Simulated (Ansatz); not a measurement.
Ansatz (a quantum-chemistry and plane-wave program) input file for B(H)(SeH)2 (BH₃Se₂), SMILES [SeH]B[SeH], PBE0/def2-SVPD. Geometry optimised at B3LYP-D3(BJ)/def2-SVP. This is a generated structure with no PubChem entry under its InChIKey; it may be hypothetical. The values are those of a single conformer.

Ansatz 0.2 input:
```yaml
crystal:
  periodic: [false, false, false]
  atoms:
    - {symbol: B, position_ang: [0.00000000, -0.00000000, -0.85217024]}
    - {symbol: H, position_ang: [0.00000000, -0.00000000, -2.05020581]}
    - {symbol: Se, position_ang: [0.00000000, 1.67181251, 0.12452900]}
    - {symbol: H, position_ang: [0.00000000, 2.52490274, -1.07845747]}
    - {symbol: Se, position_ang: [0.00000000, -1.67181250, 0.12452900]}
    - {symbol: H, position_ang: [0.00000000, -2.52490275, -1.07845747]}
basis:
  gaussian:
    orbitals: def2-SVPD
hamiltonian:
  xc: {name: PBE0}
```

Log of the run:

```
WARN ansatz: RAYON_NUM_THREADS=1 ignored (pool sized by the plan → 1); use --threads N
Functional definition: PBE0
integrals: 0.09 GiB planned
1219 factors; integrals over basis functions are off by at most 1.1e-3 eV
mean field: 0.70 GiB planned
mean field evaluation 1: about -131391.7664 eV, gradient 1.8e1 eV
mean field evaluation 2: about -131391.1704 eV, gradient 2.2e1 eV
mean field evaluation 4: about -131392.7709 eV, gradient 5.8e-1 eV
mean field evaluation 8: about -131392.7823 eV, gradient 3.6e-2 eV
mean field evaluation 16: about -131392.7823 eV, gradient 2.5e-5 eV
mean field -131392.78232297 eV, -4828.5956891425 hartree, gradient 1.4e-5 eV, S^2 0.000000; 0 other end points of the search recorded, 0 dependent functions left out
reference -131392.78237365 eV, -4828.5956910050 hartree; 38, 38 occupied and 88, 88 virtual orbitals, 1219 factors
Total energy: -131392.78237365 eV, -4828.5956910050 hartree
```

Self-consistency was reached.
